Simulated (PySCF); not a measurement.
How methods differ on the excitation energy of Br⁺

Br⁺ [Ar] 3d10 4s2 4p4 (3P) → Br⁺ [Ar] 3d10 4s1 4p4 4d1 (high-spin determinant), as a difference of total energies. Computed with PySCF 2.14 in x2c-TZVPPall with one added diffuse shell each of s, p, d type (7s6p5d1f, 57 functions), with scalar relativity by spin-free X2C-1e. Correlated levels: valence: [Ar] 3d10 frozen; valence and next inner shell: [Ne] frozen. The calculations carry no spin-orbit coupling.

| method | excitation energy (eV) |
| --- | --- |
| UHF | 24.465 |
| LDA | 25.584 |
| PBE | 25.136 |
| PBE0 | 25.219 |
| r2SCAN | 25.105 |
| HSE06 | 25.302 |
| BHandHLYP | 25.696 |
| TPSSh | 25.191 |
| SCS-MP2 (valence) | 25.046 |
| MP2 (valence and next inner shell) | 25.143 |
| SCS-MP2 (valence and next inner shell) | 25.204 |

Task: Estimate what MP2 (valence) gives.

Result: 24.921 eV, closest to SCS-MP2 (valence) among the rows shown.

Task: Estimate what wB97X-V gives.

Result: 25.773 eV, closest to BHandHLYP among the rows shown.

A first-order spin-orbit estimate (lowest level to lowest level, LS coupling) adds -0.007 eV.

The upper state lies above the first ionisation limit, where it may autoionise and the basis confines it.

The promoted electron is Rydberg-like, and one or two diffuse shells describe it only roughly, which tends to raise the upper state.

The determinant of the upper state mixes LS terms, which raises its energy above the lowest term, most at the Hartree-Fock and MP2 levels.
